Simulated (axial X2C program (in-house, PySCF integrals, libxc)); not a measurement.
**VH⁺: bond constants with and without spin–orbit coupling**

Calculated with an in-house relativistic program for diatomic molecules. Spin-free means the one-electron spin-free X2C Hamiltonian; two-component (2c) means X2C with spin–orbit coupling and atomic mean-field two-electron Coulomb and Gaunt terms, so the difference of the two also holds small scalar two-electron terms. Basis: V dyall-cv3z [10s10p6d4f2g], H dyall-v3z [6s2p1d] (cores contracted in-house); Gaussian nuclei, density fitting, unrestricted open shells. Masses: V 50.944 u, H 1.008 u.

The run was started with this input:
```json
{"zs": [23, 1], "q": 1, "bas": ["dyall-cv3z", "dyall-v3z"], "levels": ["PBE0", "HF", "PBE"], "cc": true, "r0": 1.66, "thr": -2.0, "nmax": 90, "npts": 10, "nst": 2, "ntry": 6}
```
```bash
python so2c.py task.json out
```

Keys: zs atomic numbers; q charge; bas basis sets; levels methods; cc coupled cluster on or off; r0 starting distance in Å; thr threshold in hartree for freezing inner shells (an s shell follows its p shell); nmax most natural virtual spinors; npts points on the curve; nst determinants followed; ntry starts of the search. HF also brings MP2.

State, spin-free: M_S = 3/2, Λ = 2 (beyond evenly filled blocks: π+α, π-α, δ+α); electrons by block: σα: 6, σβ: 6, π+α: 3, π+β: 2, π-α: 3, π-β: 2, δ+α: 1. Fragments: V+ + H.

State, 2c: Ω = 1/2 (⟨Sz⟩ = -1.50, ⟨Lz⟩ = 2.00 at PBE0); electrons by block: 1/2: 9, -1/2: 8, 3/2: 3, -3/2: 3. Fragments: V+ + H.

| Hamiltonian | level | Re (Å) | ωe (cm⁻¹) | αe (cm⁻¹) | De (eV) | D0 (eV) | μ (D) |
| --- | --- | --- | --- | --- | --- | --- | --- |
| spin-free | PBE0 | 1.631 | 1828.2 | 0.148 | 2.00 | 1.89 | -2.75 |
| spin-free | HF | 1.708 | 1749.1 | 0.122 | 1.54 | 1.43 | -4.15 |
| spin-free | MP2 | 1.658 | 1829.4 | 0.115 | 2.03 | 1.92 | n/a |
| spin-free | CCSD | 1.664 | 1792.7 | 0.13 | 2.28 | 2.17 | n/a |
| spin-free | CCSD(T) | 1.661 | 1793.3 | 0.131 | 2.30 | 2.19 | n/a |
| spin-free | PBE | 1.629 | 1798.2 | 0.161 | 2.12 | 2.01 | -2.32 |
| 2c | PBE0 | 1.631 | 1827.8 | 0.148 | n/a | n/a | -2.75 |
| 2c | HF | 1.708 | 1748.8 | 0.122 | n/a | n/a | -4.15 |
| 2c | MP2 | 1.658 | 1829.0 | 0.115 | n/a | n/a | n/a |
| 2c | CCSD | 1.664 | 1792.1 | 0.133 | n/a | n/a | n/a |
| 2c | CCSD(T) | 1.661 | 1792.7 | 0.134 | n/a | n/a | n/a |
| 2c | PBE | 1.629 | 1797.8 | 0.161 | n/a | n/a | -2.32 |

Correlated methods: 5 electrons correlated (number of frozen shells: V 3 s, 2 p; H none), 213 virtual spin orbitals or spinors in MP2, 67 natural virtuals in coupled cluster.

Dipoles are positive if H is the positive end and refer to the centre of mass.

One determinant describes the state; a PBE0 search over occupations chose it and may have missed a lower one. Dissociation energies refer to the lowest single-determinant-based atoms at the same level and basis. De is not given where an atomic determinant may have missed its ground term or J level, or where the truncated virtual space spoils (T). Density functionals use the spin component along the axis (collinear). CCSD and (T) use frozen natural virtuals with an MP2 correction for the truncation; (T) itself is uncorrected, so its De runs slightly low. PBE0 can misorder states that lie within some tenths of an eV, so this need not be the ground state of the molecule. The nearest other spin-free determinant of the search, M_S = 3/2, Λ = 1, lies 0.29 eV up at the distance of the search. Without a current term, density functionals place determinants with orbital angular momentum somewhat too high. With several unpaired electrons one determinant need not be a pure state. The outer-core s and p shells of the metal are frozen in the correlated rows, which leaves out core–valence correlation; for alkali and alkaline-earth bonds that tends to lengthen them.

Rough cost a point (2c) on 1 thread(s) of a shared host, integrals apart: PBE0 0.4 s, HF 0.19 s, CCSD(T) 0.8 s, PBE 0.25 s.

The whole task took 59 s on 1 thread of AMD EPYC 7B13 (Zen 3), with other jobs on the host.
